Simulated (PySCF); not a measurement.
Input file for PySCF: R-M06-2X/def2-TZVPP on H6O7Si2 (SMILES O[Si](O)(O)O[Si](O)(O)O).

```python
from pyscf import gto, dft

mol = gto.M(
    atom='''
    O     2.88849136    0.48955054    0.41752026
    Si    1.44665176   -0.30751647    0.50679707
    O     1.41617777   -1.44142155   -0.68901156
    O     1.28035278   -0.88898243    2.03828558
    O     0.15310946    0.71325003    0.28650896
    Si   -1.36745361    0.51851500   -0.29592914
    O    -1.79601758    1.88019735   -1.12147913
    O    -1.27919998   -0.85803741   -1.23445501
    O    -2.54175684    0.21913001    0.81454424
    H     3.28938872    0.50145128   -0.45941819
    H     0.52481929   -1.57156751   -1.06049060
    H     2.06307869   -1.30736835    2.41446186
    H    -1.06862174    2.38591800   -1.50240209
    H    -2.11305125   -1.31273638   -1.40445639
    H    -2.89616885    0.97961786    1.28952413
    ''',
    basis='def2-tzvpp',
    charge=0, spin=0, verbose=4, max_memory=1800)
mf = dft.RKS(mol, xc='m062x').density_fit(auxbasis='def2-universal-jkfit')
mf.grids.level = 4
mf.conv_tol = 1e-9
mf.max_cycle = 150
mf.kernel()
mf.dip_moment()
```

### Question
Predict the final total energy.

### Answer
-1109.6749 hartree.
